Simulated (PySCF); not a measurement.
**Indirect couplings**

Molfile (atoms numbered from 1):
```
C4H2F3NO
     RDKit          3D

 11 11  0  0  0  0  0  0  0  0999 V2000
    0.1147    2.3310    0.1618 F   0  0  0  0  0  0  0  0  0  0  0  0
    0.5594    1.0988    0.0985 C   0  0  0  0  0  0  0  0  0  0  0  0
    1.8821    0.8080    0.1402 N   0  0  0  0  0  0  0  0  0  0  0  0
    1.9321   -0.4811    0.0547 C   0  0  0  0  0  0  0  0  0  0  0  0
    0.7428   -1.0709   -0.0412 O   0  0  0  0  0  0  0  0  0  0  0  0
   -0.1652   -0.0619   -0.0144 C   0  0  0  0  0  0  0  0  0  0  0  0
   -1.6202   -0.3778   -0.1034 C   0  0  0  0  0  0  0  0  0  0  0  0
   -2.2876    0.0748    0.9831 F   0  0  0  0  0  0  0  0  0  0  0  0
   -2.1882    0.2238   -1.1739 F   0  0  0  0  0  0  0  0  0  0  0  0
    2.8215   -1.0785    0.0546 H   0  0  0  0  0  0  0  0  0  0  0  0
   -1.7859   -1.4635   -0.1860 H   0  0  0  0  0  0  0  0  0  0  0  0
  1  2  1  0
  2  3  1  0
  3  4  2  0
  4  5  1  0
  5  6  1  0
  6  7  1  0
  7  8  1  0
  7  9  1  0
  6  2  2  0
  4 10  1  0
  7 11  1  0
M  END
```

Method: B3LYP/pcJ-1 (spin–dipole term only in couplings to heteroatoms)//GFN2-xTB, PySCF 2.14; isolated molecule, single conformer, non-relativistic. Couplings are averaged over pairs made equivalent by symmetry, fast rotation or ring inversion, so a value needn't be that of the named pair in this geometry, while other rotamers aren't included; one pair stands for each set, and the list holds those of at least 0.8 Hz over up to four bonds, among pairs with at least one F or H atom (others weren't computed). One-bond C–F couplings come out tens of Hz too large with common functionals.

Isotopes: ¹⁹F, ¹³C, ¹H, ¹⁵N, ¹⁷O. Couplings to quadrupolar nuclei such as 17O and 33S are rarely resolved in practice.

| pair | bonds | J (Hz) |
| --- | --- | --- |
| F1, C2 | 1 | -332.1 |
| C4, H10 | 1 | 246.2 |
| C7, F8 | 1 | -295.5 |
| C7, H11 | 1 | 186.8 |
| F1, N3 | 2 | -34.5 |
| F1, C6 | 2 | ? |
| N3, H10 | 2 | -14.3 |
| O5, H10 | 2 | -27.0 |
| C6, F8 | 2 | ? |
| F8, F9 | 2 | 281.3 |
| F8, H11 | 2 | ? |
| F1, C4 | 3 | ? |
| F1, O5 | 3 | 13.0 |
| F1, C7 | 3 | -2.7 |
| C2, H10 | 3 | 11.0 |
| C2, H11 | 3 | 4.2 |
| O5, F8 | 3 | -2.1 |
| C6, H10 | 3 | ? |
| F1, F8 | 4 | 1.3 |
| F1, H11 | 4 | ? |
| C4, F8 | 4 | 2.3 |
| C7, H10 | 4 | ? |

Problem. Estimate the withheld couplings, with signs.

Solution. 
- ²J(F1,C6) = 29.3 Hz (angle at C2 128°)
- ²J(C6,F8) = 37.1 Hz (angle at C7 111°)
- ²J(F8,H11) = 57.6 Hz (angle at C7 108°)
- ³J(F1,C4) = 15.6 Hz (dihedral angle 180°)
- ³J(C6,H10) = 3.0 Hz (dihedral angle 180°)
- ⁴J(F1,H11) = -0.8 Hz
- ⁴J(C7,H10) = 1.2 Hz
